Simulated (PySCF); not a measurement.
Electronic structure of In⁻ (indium, charge -1) at the UHF level

Configuration: [Kr] 4d10 5s2 5p2, high-spin 3P determinant. Computed with PySCF 2.14 in aug-cc-pV5Z-PP with ECP28MDF, with a scalar-relativistic core potential.

| Item | Value |
| --- | --- |
| Total energy | -189.213441 hartree |
| One-electron energy | -338.6816 hartree |
| Hartree (Coulomb) energy | 165.3851 hartree |
| Exchange energy | -15.9169 hartree |
| ⟨S²⟩ | 2.0152 |
| ⟨L²⟩ | 2.032 |
| Sum of ⟨r⟩ | 34.55 bohr |
| Sum of ⟨r²⟩ | 102.6 bohr² |
| Traceless quadrupole moment −½Σ⟨3z² − r²⟩ along its main axis | 12.3 e·bohr² |
| Time after the integrals | about 7 core-seconds |

```
shell  electrons  mean orbital energy (eV)  spread (eV)  rms radius, mean of both spins (bohr)
 4s α          1                   -141.17            0                                  0.912
 4s β          1                   -141.16            0                                  0.912
 4p α          3                   -93.639        0.061                                  0.995
 4p β          3                   -93.618        0.202                                  0.995
 4d α          5                   -22.449        0.171                                   1.27
 4d β          5                   -22.408        0.254                                   1.27
 5s α          1                    -7.052            0                                   3.08
 5s β          1                    -4.934            0                                   3.08
 5p α          2                    -0.574        0.000                                   5.47
```

Energies and moments cover only the electrons outside the core potential.
